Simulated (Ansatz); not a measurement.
Calculated with Ansatz (gas phase, PBE0-D4/def2-TZVP geometries, no zero-point term in ΔE). CBS: MP2 limit from def2 TZ/QZ plus the TZ coupled-cluster correction, frozen cores. This one scheme is used for every species. Functionals use def2-TZVPP. HSE06 is defined as in plane-wave codes. For Ge outer-core shells are correlated without core-valence functions, which leaves a few kJ/mol of doubt a bond. Scalar relativity is left out up to krypton.

`C[Si](F)(Cl)[GeH3]` + H–F → `F[Si](F)(Cl)[GeH3]` + CH₄  (ligand exchange at the Si–C bond)

CCSD(T)/CBS gives -140.8 kJ/mol.

(1) Another level gave -152.0 kJ/mol. Which?
A. r2SCAN0-D4/def2-TZVPP
B. CAM-B3LYP-D4/def2-TZVPP
C. PBE-QIDH/def2-TZVPP
D. HSE06-D4/def2-TZVPP

Largest T1 diagnostic among the species: 0.012.

## Answers

(1) B. CAM-B3LYP-D4 -152.0, r2SCAN0-D4 -145.9, PBE-QIDH -140.4, HSE06-D4 -135.2 kJ/mol.

The D4 term adds +7.1 kJ/mol with B3LYP and +4.1 kJ/mol with PBE0; it sums over pairs of atoms, weighted by their polarisabilities, and B3LYP, whose exchange is more repulsive, gets the larger term. In def2-TZVPP, CCSD(T) changes the Hartree–Fock value by +22.4 kJ/mol (the triples alone add +2.6 kJ/mol) and MP2 by +24.1 kJ/mol. Leaving LDA and LC-ωPBE aside and taking each functional with its dispersion term where it has one, the values, not all of them listed here, spread over 22.8 kJ/mol, from B97M-V to revPBE-D4. LDA lies +3.9 kJ/mol from PBE without D4.

CCSD(T)/CBS has its own doubt, a few kJ/mol and more with outer-core shells, so smaller differences from it don't rank the levels.

B3LYP here is the variant with VWN-RPA as its local correlation; programs differ in this.
